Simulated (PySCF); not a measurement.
C4H4O, SMILES c1ccoc1. Heavy atoms are numbered as in [cH:1]1[cH:2][cH:3][o:4][cH:5]1. Hydrogens are named by the atom that carries them.

Geometry optimised at r2SCAN-D4/def2-SVP.

These are KT2/pcSseg-1 in PySCF values and carry that method's errors.

GIAO shieldings, no solvent; atoms alike by connectivity are averaged. δ = σ(ref) − σ: ¹³C against TMS (σ = 185.1 ppm); ¹⁷O against H2O (σ = 330.4 ppm); ¹H against TMS (σ = 31.47 ppm), references at their B3LYP-D3(BJ)/def2-TZVP geometries, non-relativistic.

```
nucleus    atoms  count  δ (ppm)
-------  -------  -----  -------
¹³C      C3 (CH)      2    140.2
¹³C      C1 (CH)      2    108.4
¹⁷O           O4      1    302.6
¹H       H on C3      2     7.74
¹H       H on C1      2     6.72
```
